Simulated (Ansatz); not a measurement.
## Multireference treatment of FeH₂O (charge +1), sextet

Computed with Ansatz's Gaussian-basis code (development build); NEVPT3, NEVPT4(SD), MRCISD by development code. Basis cc-pVDZ, nonrelativistic, 10 orbitals frozen in the corrections. State-specific CASSCF; RHF is the lowest restricted (open-shell) Hartree–Fock solution met. No symmetry is imposed, so a solution can break that of the shape. The lowest solution met needn't be the lowest there is, nor hold the orbitals that a chemist would pick.

Geometry:

```xyz
4

Fe    0.0000    0.0000   -0.6158
O     0.0000    0.0000    1.4842
H     0.0000    0.7750    2.0692
H     0.0000   -0.7750    2.0692
```

(1) What do CASSCF and its corrections give against RHF in CAS(7,11), and what are the occupations?

(2) How do single-reference totals in the same basis and frozen core stand against SC-NEVPT2 in CAS(7,11)?

(3) Roughly how much CPU time does a whole run from the default start take (median of such runs, summed over threads; nearly all runs on one pinned thread of a shared server, mostly Xeon at 2.3 to 2.6 GHz, by a development driver)?

Answers

(1) CASSCF -1.734 eV, SC-NEVPT2 -8.715 eV, FIC-NEVPT2 -8.741 eV, NEVPT3 -9.142 eV, NEVPT4(SD) -9.337 eV, MRCISD -8.912 eV; occupations 1.99, 1.00, 1.00, 1.00, 1.00, 1.00, 0.01, 0.01, 0.00, 0.00, 0.00. The MRCI reference weight is 0.939.

(2) CCSD(T) -0.724 eV, CCSDT -0.736 eV. Coupled cluster stands on the determinant that it favours, which can lie over the RHF solution above, and is in doubt where the occupations are far from 0, 1 and 2.

(3) CAS(7,11): about 2.3 min. Other jobs ran beside these, and the count of passes differs.
